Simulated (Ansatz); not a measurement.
ZnCl2, SMILES [Zn]([Cl])[Cl].

Geometry optimised at PBE-D3(BJ)/def2-TZVP. The isomer is the one that the SMILES or the coordinates give; other isomers of the formula were not compared.

Two levels are set side by side: PBE/def2-TZVPD (Ansatz, a first-principles code) and PBE0/def2-TZVPD (Ansatz). Energy differences of separate SCF runs at the same geometry; the states with an electron removed or added have multiplicity 2 and 2. Differences are taken from unrounded values.

```
quantity                            PBE0    PBE  PBE minus PBE0
---------------------------------  -----  -----  --------------
vertical ionisation energy (eV)    11.36  10.93           -0.43
vertical singlet–triplet gap (eV)   5.70   5.12           -0.58
```
